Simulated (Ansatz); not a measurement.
Geometry optimisation, RKS PBE0/def2-SVP (Ansatz).

The input (input.yaml):

```yaml
crystal:
  periodic: [false, false, false]
  atoms:
    - { symbol: Sn, position_ang: [0.0, 0.0, 0.0] }
    - { symbol: O, position_ang: [0.0, 0.0, 2.31] }
    - { symbol: H, position_ang: [-0.9095, -0.2814, 2.6471] }
    - { symbol: Cl, position_ang: [2.2726, 0.0, -0.8025] }
    - { symbol: H, position_ang: [-0.8195, 1.4198, -0.5794] }
    - { symbol: H, position_ang: [-0.8195, -1.4198, -0.5794] }
    - { symbol: Cl, position_ang: [1.4213, 2.1433, 0.8545] }
    - { symbol: H, position_ang: [0.7379, 1.1128, 2.0705] }
basis:
  gaussian: { orbitals: def2-SVP }
hamiltonian:
  xc: pbe0
relax:
  f_tol: 0.15
  max_steps: 25
  restrain:
    - { distance: [0, 6], at: 3.61, k: 30.0 }
    - { distance: [7, 1], at: 2.21, k: 30.0 }
    - { distance: [0, 1], at: 1.96, k: 30.0 }
    - { distance: [7, 6], at: 1.37, k: 30.0 }
output:
  orbitals: {}
```

Run as:

```bash
$ ansatz run input.yaml --threads 2 --pin off --max-ram 3072MiB --backend cpu --events-out ev --progress --plain --runs-dir out
```

Problem. Where does it end, and by what steps?

Solution. It converged. The restraints hold the end off the free minimum. After 18 steps the energy has fallen by 1.790 eV (the restraints' own energy left out); H3 moved furthest, 0.96 Å. Parted: Sn1–Cl7 (2.71 → 3.61 Å). Joined: Cl7–H8 (1.73 → 1.33 Å).

```json
{"step": "0", "energy less start (eV)": "0.0000", "largest force component (eV/Å)": "2.859", "accepted": "yes"}
{"step": "1", "energy less start (eV)": "-0.2849", "largest force component (eV/Å)": "3.150", "accepted": "yes"}
{"step": "2", "energy less start (eV)": "-0.6569", "largest force component (eV/Å)": "3.875", "accepted": "yes"}
{"step": "3", "energy less start (eV)": "-1.2056", "largest force component (eV/Å)": "2.399", "accepted": "yes"}
{"step": "4", "energy less start (eV)": "-1.6098", "largest force component (eV/Å)": "0.761", "accepted": "yes"}
{"step": "5", "energy less start (eV)": "-1.6608", "largest force component (eV/Å)": "0.847", "accepted": "yes"}
{"step": "6", "energy less start (eV)": "-1.6846", "largest force component (eV/Å)": "0.956", "accepted": "yes"}
{"step": "7", "energy less start (eV)": "-1.6324", "largest force component (eV/Å)": "1.341", "accepted": "no"}
{"step": "8", "energy less start (eV)": "-1.6971", "largest force component (eV/Å)": "0.861", "accepted": "yes"}
{"step": "9", "energy less start (eV)": "-1.6933", "largest force component (eV/Å)": "0.940", "accepted": "yes"}
{"step": "10", "energy less start (eV)": "-1.7248", "largest force component (eV/Å)": "0.840", "accepted": "yes"}
{"step": "11", "energy less start (eV)": "-1.7519", "largest force component (eV/Å)": "0.797", "accepted": "yes"}
{"step": "12", "energy less start (eV)": "-1.6639", "largest force component (eV/Å)": "2.554", "accepted": "no"}
{"step": "13", "energy less start (eV)": "-1.7510", "largest force component (eV/Å)": "0.919", "accepted": "yes"}
{"step": "14", "energy less start (eV)": "-1.7705", "largest force component (eV/Å)": "0.837", "accepted": "yes"}
{"step": "15", "energy less start (eV)": "-1.7869", "largest force component (eV/Å)": "0.755", "accepted": "yes"}
{"step": "16", "energy less start (eV)": "-1.7078", "largest force component (eV/Å)": "2.137", "accepted": "no"}
{"step": "17", "energy less start (eV)": "-1.7783", "largest force component (eV/Å)": "0.806", "accepted": "no"}
{"step": "18", "energy less start (eV)": "-1.7895", "largest force component (eV/Å)": "0.747", "accepted": "yes"}
```

```xyz
8
Properties=species:S:1:pos:R:3
Sn -0.196 -0.108 -0.068
O -0.265 0.022 1.900
H -0.187 -0.835 2.338
Cl 1.987 -0.740 -0.672
H -0.577 1.424 -0.681
H -1.189 -1.426 -0.522
Cl 1.401 2.782 1.402
H 0.909 1.856 2.224
```

Run time: 62 s on 2 threads of Intel(R) Xeon(R) Platinum 8259CL CPU @ 2.50GHz (Skylake/Cascade Lake) (shared host), peak memory 0.25 GiB.
